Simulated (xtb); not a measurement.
AgF (SMILES [F][Ag]), singlet, from a rough starting geometry (GFN-xTB shapes and energies of metal compounds can be far from the true ones); GFN2-xTB (xtb 6.7.1).

The xtb input:
```
$ xtb mol.xyz --gfn 2 --opt vtight --json

# file mol.xyz
2

Ag    -0.46406322    -0.43036309    -0.67645515
F      0.46487226     0.37981294     0.70772863
```

The log (banner, timings and long lists left out):

```
   ID    Z sym.   atoms
    1   47 Ag     1
    2    9 F      2

           -------------------------------------------------
          |                Calculation Setup                |
           -------------------------------------------------

           -------------------------------------------------
          |                 G F N 2 - x T B                 |
           -------------------------------------------------

          ...................................................
          :                      SETUP                      :
          :.................................................:
          :  # basis functions                  14          :
          :  # atomic orbitals                  13          :
          :  # shells                            5          :
          :  # electrons                        18          :
          :  max. iterations                   250          :
          :  Hamiltonian                  GFN2-xTB          :
          :  restarted?                      false          :
          :  GBSA solvation                  false          :
          :  PC potential                    false          :
          :  electronic temp.          300.0000000     K    :
          :  accuracy                    1.0000000          :
          :  -> integral cutoff          0.2500000E+02      :
          :  -> integral neglect         0.1000000E-07      :
          :  -> SCF convergence          0.1000000E-05 Eh   :
          :  -> wf. convergence          0.1000000E-03 e    :
          :  Broyden damping             0.4000000          :
          :  net charge                          0          :
          :  unpaired electrons                  0          :
          ...................................................

 iter      E             dE          RMSdq      gap      omega  full diag
   1     -8.6307188 -0.863072E+01  0.752E+00    3.49       0.0  T
   2     -8.6316826 -0.963795E-03  0.498E+00    3.66       1.0  T
   3     -8.6323307 -0.648135E-03  0.482E-01    3.94       1.0  T
   4     -8.6323397 -0.895875E-05  0.399E-01    3.95       1.0  T
   5     -8.6323434 -0.369201E-05  0.194E-01    3.96       1.0  T
   6     -8.6323469 -0.348929E-05  0.142E-02    3.97       5.0  T
   7     -8.6323469 -0.508418E-08  0.575E-03    3.97      12.3  T
   8     -8.6323469 -0.311074E-09  0.843E-05    3.97     838.6  T
   9     -8.6323469 -0.376588E-12  0.644E-05    3.97    1098.0  T

   *** convergence criteria satisfied after 9 iterations ***

         :::::::::::::::::::::::::::::::::::::::::::::::::::::
         ::                     SUMMARY                     ::
         :::::::::::::::::::::::::::::::::::::::::::::::::::::
         :: total energy              -8.629422454655 Eh    ::
         :: gradient norm              0.042189551632 Eh/a0 ::
         :: HOMO-LUMO gap              3.969399353860 eV    ::
         ::.................................................::
         :: SCC energy                -8.632346886758 Eh    ::
         :: -> isotropic ES            0.036086595366 Eh    ::
         :: -> anisotropic ES          0.003917009353 Eh    ::
         :: -> anisotropic XC         -0.007048022434 Eh    ::
         :: -> dispersion             -0.000429889136 Eh    ::
         :: repulsion energy           0.002924432104 Eh    ::
         :: add. restraining           0.000000000000 Eh    ::
         :: total charge              -0.000000000000 e     ::
         :::::::::::::::::::::::::::::::::::::::::::::::::::::

      -----------------------------------------------------------
     |                   =====================                   |
     |                        A N C O P T                        |
     |                   =====================                   |
     |               Approximate Normal Coordinate               |
     |                Rational Function Optimizer                |
      -----------------------------------------------------------
      -----------------------------------------------------------
     |                   =====================                   |
     |                        A N C O P T                        |
     |                   =====================                   |
     |               Approximate Normal Coordinate               |
     |                Rational Function Optimizer                |
      -----------------------------------------------------------

          ...................................................
          :                      SETUP                      :
          :.................................................:
          :   optimization level         verytight          :
          :   max. optcycles                   200          :
          :   ANC micro-cycles                  20          :
          :   degrees of freedom                 1          :
          :.................................................:
          :   RF solver                   davidson          :
          :   write xtbopt.log                true          :
          :   linear (good luck)              true          :
          :   energy convergence         0.1000000E-06 Eh   :
          :   grad. convergence          0.2000000E-03 Eh/α :
          :   maxmium RF displ.          1.0000000          :
          :   Hlow (freq-cutoff)         0.1000000E-01      :
          :   Hmax (freq-cutoff)         5.0000000          :
          :   S6 in model hess.         20.0000000          :
          ...................................................

generating ANC from exact Hessian ...
Using Lindh-Hessian (1995)
 Shifting diagonal of input Hessian by    0.0000000000000000
 Lowest  eigenvalues of input Hessian
    0.000000    0.000000    0.000000    0.000000    0.000000    0.657415
 Highest eigenvalues
    0.000000    0.000000    0.000000    0.000000    0.000000    0.657415

........................................................................
[...]
 * total energy  :    -8.6294225 Eh     change       -0.3854694E-12 Eh
 * total energy  :    -8.6314725 Eh     change       -0.2050045E-02 Eh
 * total energy  :    -8.6324339 Eh     change       -0.9614374E-03 Eh
 * total energy  :    -8.6324760 Eh     change       -0.4208572E-04 Eh
 * total energy  :    -8.6324766 Eh     change       -0.5999167E-06 Eh
 * total energy  :    -8.6324768 Eh     change       -0.1556528E-06 Eh
 * total energy  :    -8.6324768 Eh     change       -0.2650324E-11 Eh
   *** GEOMETRY OPTIMIZATION CONVERGED AFTER 7 ITERATIONS ***
[...]
           -------------------------------------------------

          ...................................................
          :                      SETUP                      :
          :.................................................:
          :  # basis functions                  14          :
          :  # atomic orbitals                  13          :
          :  # shells                            5          :
          :  # electrons                        18          :
          :  max. iterations                   250          :
          :  Hamiltonian                  GFN2-xTB          :
          :  restarted?                      false          :
          :  GBSA solvation                  false          :
          :  PC potential                    false          :
          :  electronic temp.          300.0000000     K    :
          :  accuracy                    1.0000000          :
          :  -> integral cutoff          0.2500000E+02      :
          :  -> integral neglect         0.1000000E-07      :
          :  -> SCF convergence          0.1000000E-05 Eh   :
          :  -> wf. convergence          0.1000000E-03 e    :
          :  Broyden damping             0.4000000          :
          :  net charge                          0          :
          :  unpaired electrons                  0          :
          ...................................................

 iter      E             dE          RMSdq      gap      omega  full diag
   1     -8.6336970 -0.863370E+01  0.611E-07    3.79       0.0  T
   2     -8.6336970  0.355271E-14  0.417E-07    3.79  100000.0  T
   3     -8.6336970 -0.355271E-14  0.446E-08    3.79  100000.0  T

   *** convergence criteria satisfied after 3 iterations ***

         :::::::::::::::::::::::::::::::::::::::::::::::::::::
         ::                     SUMMARY                     ::
         :::::::::::::::::::::::::::::::::::::::::::::::::::::
         :: total energy              -8.632476778009 Eh    ::
         :: gradient norm              0.000000003468 Eh/a0 ::
         :: HOMO-LUMO gap              3.792232374089 eV    ::
         ::.................................................::
         :: SCC energy                -8.633697034664 Eh    ::
         :: -> isotropic ES            0.038302749633 Eh    ::
         :: -> anisotropic ES          0.004988899530 Eh    ::
         :: -> anisotropic XC         -0.007682605394 Eh    ::
         :: -> dispersion             -0.000432682462 Eh    ::
         :: repulsion energy           0.001220256655 Eh    ::
         :: add. restraining           0.000000000000 Eh    ::
         :: total charge              -0.000000000000 e     ::
         :::::::::::::::::::::::::::::::::::::::::::::::::::::

           -------------------------------------------------
          |                Property Printout                |
           -------------------------------------------------

    * Orbital Energies and Occupations

         #    Occupation            Energy/Eh            Energy/eV
      -------------------------------------------------------------
         1        2.0000           -0.7293087             -19.8455
         2        2.0000           -0.4548890             -12.3782
         3        2.0000           -0.4370407             -11.8925
         4        2.0000           -0.4370407             -11.8925
         5        2.0000           -0.4167100             -11.3393
         6        2.0000           -0.4167100             -11.3393
         7        2.0000           -0.4071526             -11.0792
         8        2.0000           -0.4071526             -11.0792
         9        2.0000           -0.3954946             -10.7620 (HOMO)
        10                         -0.2561327              -6.9697 (LUMO)
        11                         -0.1247537              -3.3947
        12                         -0.1247537              -3.3947
        13                          0.1174601               3.1963
      -------------------------------------------------------------
                  HL-Gap            0.1393620 Eh            3.7922 eV
             Fermi-level           -0.3258137 Eh           -8.8658 eV

     #   Z          covCN         q      C6AA      α(0)
     1  47 Ag       0.686     0.407   255.381    33.929
     2   9 F        0.686    -0.407    13.622     4.357

 Mol. C6AA /au·bohr⁶  :        376.337310
 Mol. C8AA /au·bohr⁸  :      27113.509617
 Mol. α(0) /au        :         38.286016

Wiberg/Mayer (AO) data.
largest (>0.10) Wiberg bond orders for each atom

 ---------------------------------------------------------------------------
     #   Z sym  total        # sym  WBO       # sym  WBO       # sym  WBO
 ---------------------------------------------------------------------------
     1  47 Ag   1.011 --     2 F    1.011
     2   9 F    1.011 --     1 Ag   1.011
 ---------------------------------------------------------------------------

Topologies differ in total number of bonds
Writing topology from bond orders to xtbtopo.mol

molecular dipole:
                 x           y           z       tot (Debye)
 q only:       -0.759      -0.662      -1.131
   full:       -1.254      -1.094      -1.869       6.361
molecular quadrupole (traceless):
                xx          xy          yy          xz          yz          zz
 q only:        0.001       0.054       0.097      -0.035       0.052      -0.098
  q+dip:       -0.339       0.997      -0.429       1.494       1.439       0.769
   full:       -0.215       0.666      -0.214       0.929       0.946       0.430

optimized geometry written to: xtbopt.xyz

           -------------------------------------------------
          | TOTAL ENERGY               -8.632476778009 Eh   |
          | GRADIENT NORM               0.000000003468 Eh/α |
          | HOMO-LUMO GAP               3.792232374089 eV   |
           -------------------------------------------------
```
